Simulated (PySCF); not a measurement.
A structure optimised at PBE-D3(BJ)/def2-TZVP, used in a PySCF frequency run:

```
As
H 1 1.5454
H 1 1.5454 2 120.00
H 1 1.5454 2 120.00 3 180.00
H 1 1.6159 2 90.00 3 -90.00
H 1 1.6159 2 90.00 5 180.00
```
Charge 0, spin multiplicity 1.

Problem. Write its SMILES, formula and point group.

Solution. [AsH5], AsH₅, D3h

Problem. What are its rotational constants (standard atomic weights)?

Solution. 69.978, 56.942, 56.942 GHz
